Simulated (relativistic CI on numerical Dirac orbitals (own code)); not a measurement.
# How well does a small relativistic CI reproduce Te I?

Calculated at this level of theory: Dirac-Coulomb-Breit CI, separate exchange-only KLI orbitals for each configuration, model QED (radiative potential, 1s self-energy scaled to tabulated hydrogen-like ionisation energies), valence Slater integrals scaled by 0.85, P86 correlation energy added to each configuration (own radial code, finite nucleus).

Configuration list (outside the closed core [Kr] 4d10): 5s²5p⁴, 5s²5p³6s, 5s²5p³6p, 5s²5p³5d, 5s5p⁵, 5s²5p³7s, 5s²5p³7p, 5s²5p³6d, 5s²5p³4f, 5s²5p³7d, 5s²5p³5f, 5s²5p³5g, 5s²5p³6f, 5s²5p³7f, 5p⁶, 5s²5p²5d², 5s²5p5d²6s, 5s²5p5d²6p, 5s²5p5d³, 5s²5p5d²7s, 5s²5p5d²7p. Double excitations out of closed p, d and f shells are left out; levels of such configurations are missing from the list, as are those of other unlisted configurations, and high levels can miss mixing partners. These lack a partner that the ground configuration has and come out too high: 5s²5p³6d, 5s²5p³4f, 5s²5p³7d, 5s²5p³5f, 5s²5p³5g.

```
Configuration  Term (tabulated)  J  Measured (cm⁻¹)  Computed  Error  Purity (%)
       5s²5p⁴                3P  2              0.0         0      0          93
       5s²5p⁴              3P †  0           4706.5      4356   -351          84
       5s²5p⁴              3P †  1           4750.7      4683    -67          99
       5s²5p⁴                1D  2          10557.9     11441    883          93
       5s²5p⁴                1S  0          23198.4     20498  -2701          82
     5s²5p³6s               5S°  2          44253.0     44237    -16          94
     5s²5p³6s               3S°  1          46652.7     47068    416          91
     5s²5p³6p                5P  1          54160.1     53293   -868          91
     5s²5p³6p                5P  2          54199.1     53345   -854          88
     5s²5p³6p                5P  3          54535.3     53593   -943          94
     5s²5p³6p                3P  1          55355.7     54537   -819          90
     5s²5p³6p                3P  2          55667.8     54767   -901          89
     5s²5p³5d               5D°  3          55677.7     56163    485          89
     5s²5p³6p                3P  0          55809.1     54881   -928          96
     5s²5p³5d             5D° †  4          55816.2     56175    359          92
     5s²5p³5d             5D° †  2          55817.3     56024    207          59
     5s²5p³5d             5D° †  0          55826.5     56251    424          92
     5s²5p³5d               5D°  1          55851.5     56377    526          60
     5s²5p³5d             3D° †  2          58592.4     58193   -399          63
     5s²5p³5d             3D° †  1          58746.1     59111    365          81
     5s²5p³5d               3D°  3          58827.0     59230    403          63
```

Measured levels from NIST Handbook of Basic Atomic Spectroscopic Data (Sansonetti and Martin, J. Phys. Chem. Ref. Data 34, 1559 (2005)); pairs were made by configuration, J and term (by order where the table uses no LS term), so strongly mixed levels may be paired wrongly.

Mean error by configuration (cm⁻¹): 5s²5p⁴ -909; 5s²5p³6s 200; 5s²5p³6p -885; 5s²5p³5d 471. Over the excited levels the mean absolute error is 826 cm⁻¹ (20 of the 23 excited levels that our extract of the source holds in range could be paired, and the others can miss by more), and the median relative error of those above 1,000 cm⁻¹ is 1.6 %. † marks terms whose computed intervals miss the measured ones by more than a factor of 2.5, or configurations far off the rest, from wrong mixing, a near crossing or a doubtful label or measurement; they are left out of the means.

Transition probabilities of persistent lines. The last column rescales the computed rate by the cube of measured over computed energy:

```tsv
λ measured (Å)	Lower	Upper	A tabulated (s⁻¹)	A computed	A rescaled
2142.82 air	5s²5p⁴ ³P2	5s²5p³6s ³S°1	3.11e+08	3.68e+08	3.59e+08
2259.03 air	5s²5p⁴ ³P2	5s²5p³6s ⁵S°2	1.30e+07	1.16e+07	1.17e+07
2383.28 air	5s²5p⁴ ³P0	5s²5p³6s ³S°1	4.00e+07	5.63e+07	5.33e+07
2385.79 air	5s²5p⁴ ³P1	5s²5p³6s ³S°1	8.10e+07	1.15e+08	1.11e+08
```
